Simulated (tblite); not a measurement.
C5H9FN (doublet state).
SMILES with atom numbers: `[CH3:1]/[C:2](=[CH:3]/[F:4])[CH2:5][CH:6][NH2:7]` (hydrogens: H8, H9, H10 on C1; H11 on C3; H12, H13 on C5; H14 on C6; H15, H16 on N7)

Geometry (GFN2-xTB, Å), atoms numbered from 1 in this order:
```
atom  x, y, z in Å
C1    -1.0306   -1.2108    0.4463
C2    -0.8966    0.1060   -0.2483
C3    -1.8393    1.0330   -0.1391
F4    -1.7506    2.2352   -0.7569
C5     0.4003    0.3548   -0.9833
C6     1.4541    0.6623    0.0216
N7     2.0848   -0.4022    0.6667
H8    -0.1777   -1.3657    1.1057
H9    -1.0395   -2.0191   -0.2847
H10   -1.9457   -1.2571    1.0304
H11   -2.7547    0.9441    0.4263
H12    0.6748   -0.5334   -1.5581
H13    0.2786    1.1996   -1.6629
H14    1.3579    1.5613    0.6069
H15    2.8491   -0.1317    1.2684
H16    2.3275   -1.1673    0.0497
```

Calculated harmonic vibrations of the isolated species, GFN2-xTB (tblite), most abundant isotopes, no scaling. Errors from tens to a few hundred cm⁻¹ against measured bands are possible. One conformer, not necessarily the lowest. Open shells enter through the occupations alone, without spin polarisation, and single modes of such species can be off by tens of per cent.

Harmonic wavenumbers (cm⁻¹): 57.8, 106.5, 161.7, 189.0, 231.4, 277.0, 330.6, 350.4, 408.6, 523.5, 546.7, 585.3, 741.5, 771.6, 843.6, 914.9, 975.1, 998.5, 1036.8, 1074.6, 1123.9, 1178.3, 1232.3, 1246.0, 1277.3, 1283.0, 1374.3, 1401.0, 1452.6, 1474.9, 1484.1, 1505.4, 1711.3, 2954.3, 2984.5, 2999.3, 3017.0, 3045.7, 3076.3, 3101.6, 3385.7, 3458.7.

A = 4158, B = 1688, C = 1335 MHz; mass 102.072 u (most abundant isotopes); point group C1, symmetry number 1; spin multiplicity 2.

**Question.** Zero-point energy?

**Answer.** Half the sum of the wavenumbers: 28446 cm⁻¹ = 81.33 kcal/mol.

**Question.** What is S at 298.15 K and 1 bar for an ideal gas of classical rigid rotors and harmonic oscillators?

**Answer.** Translation 39.81, rotation 27.93, vibration 22.50, spin (R ln 2) 1.38: S = 91.6 cal/(mol K).

**Question.** And Cp and H(298.15 K) − H(0)?

**Answer.** Cp = 32.84 cal/(mol K), of which vibrations give 24.89 (their classical limit is 42 R = 83.5); H(298.15 K) − H(0) = 6.07 kcal/mol without the zero-point energy, 3.70 from vibrations.

**Question.** Blend soft modes into free rotors: weight 1/[1 + (100 cm⁻¹/ν̃)⁴] for the oscillator and the rest for a rotor with moment μB/(μ + B), μ = h/(8π²ν), B = 10⁻⁴⁴ kg m². What vibrational entropy results?

**Answer.** 21.25 cal/(mol K) in place of 22.50, which changes −T·S at 298.15 K by +0.37 kcal/mol.

**Question.** Which modes carry the vibrational entropy at 298.15 K?

**Answer.** 57.8 cm⁻¹: 4.53; 106.5 cm⁻¹: 3.33; 161.7 cm⁻¹: 2.53; 189.0 cm⁻¹: 2.24; 231.4 cm⁻¹: 1.87; 277.0 cm⁻¹: 1.55 cal/(mol K); the other 36 give 6.45 together.

**Question.** What must be added to the electronic energy to get the Gibbs energy at 298.15 K and 1 bar?

**Answer.** ZPE + [H(298.15 K) − H(0)] − T·S = 81.33 + 6.07 − 27.32 = 60.08 kcal/mol.

**Question.** How do the functions run with temperature in this model?

**Answer.** 
| T (K) | S (cal/(mol K)) | Cp (cal/(mol K)) | H − H(0) (kcal/mol) | G − H(0) (kcal/mol) | ln q(vib) |
| --- | --- | --- | --- | --- | --- |
| 100 | 66.1 | 16.4 | 1.15 | -5.46 | 1.06 |
| 200 | 80.2 | 24.9 | 3.23 | -12.81 | 3.04 |
| 300 | 91.8 | 33.0 | 6.13 | -21.42 | 5.13 |
| 500 | 112.2 | 47.6 | 14.25 | -41.87 | 9.30 |
| 800 | 138.0 | 61.8 | 30.85 | -79.55 | 15.31 |
| 1000 | 152.5 | 68.1 | 43.88 | -108.63 | 19.04 |

q(vib) and H(0) count from the zero-point level.

Hindered rotation and anharmonicity are outside this model. Other conformers, if any are populated, would add a mixing term that is left out. The structure is chiral; the term R ln 2 for an equal mix with its mirror image is left out.
